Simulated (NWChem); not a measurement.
System meant: BaCl, doublet; SMILES [Cl][Ba]

NWChem input:

```
start job
memory heap 200 mb stack 900 mb global 1100 mb
geometry units angstroms noautoz
  Ba     0.000000     0.000000    -0.692942
  Cl     0.000000     0.000000     2.036238
end
basis spherical
  Ba library def2-svp
  Cl library def2-svp
end
ecp
  Ba library def2-ecp
end
dft
  odft
  mult 2
  xc xpbe96 cpbe96
  iterations 4
  mulliken
end
task dft energy
```

End of the output:

```
     --------------------------
     Expectation value of S2:
     --------------------------
      <S2> =      0.7503 (Exact =     0.7500)

 center of mass
 --------------
 x =   0.00000000 y =   0.00000000 z =  -0.15780172

 moments of inertia (a.u.)
 ------------------
         741.983231050243           0.000000000000           0.000000000000
           0.000000000000         741.983231050243           0.000000000000
           0.000000000000           0.000000000000           0.000000000000

     Multipole analysis of the density
     ---------------------------------

     L   x y z        total         alpha         beta         nuclear
     -   - - -        -----         -----         ----         -------
     0   0 0 0      0.000000    -14.000000    -13.000000     27.000000

     1   1 0 0      0.000000      0.000000      0.000000      0.000000
     1   0 1 0      0.000000      0.000000      0.000000      0.000000
     1   0 0 1     -1.904654    -27.452952    -29.699492     55.247790

     2   2 0 0    -32.823056    -21.514900    -11.308156      0.000000
     2   1 1 0     -0.000000     -0.000000     -0.000000      0.000000
     2   1 0 1     -0.000000     -0.000000     -0.000000      0.000000
     2   0 2 0    -32.823056    -21.514900    -11.308156      0.000000
     2   0 1 1      0.000000      0.000000     -0.000000      0.000000
     2   0 0 2    -39.171623   -165.100727   -154.593642    280.522746

 ------------------------------------------------------------------------
 dft energy failed                                                                                  0
 ------------------------------------------------------------------------
 ------------------------------------------------------------------------
  current input line :
    21: task dft energy
 ------------------------------------------------------------------------
 ------------------------------------------------------------------------
 This type of error is most commonly associated with calculations not reaching convergence criteria
 ------------------------------------------------------------------------
 For more information see the NWChem manual at https://nwchemgit.github.io

0:dft energy failed:Received an Error in Communication
```

Q: Find the fault in this run and fix the input.

A: The run did not converge; its last values are not results. Cause: the SCF was allowed too few iterations. This input runs:
```
start job
memory heap 200 mb stack 900 mb global 1100 mb
geometry units angstroms noautoz
  Ba     0.000000     0.000000    -0.692942
  Cl     0.000000     0.000000     2.036238
end
basis spherical
  Ba library def2-svp
  Cl library def2-svp
end
ecp
  Ba library def2-ecp
end
dft
  odft
  mult 2
  xc xpbe96 cpbe96
  iterations 150
  mulliken
end
task dft energy
```
It converges to -485.41133 Ha (PBE/def2-SVP with def2 effective core potentials on Ba, spin-unrestricted).
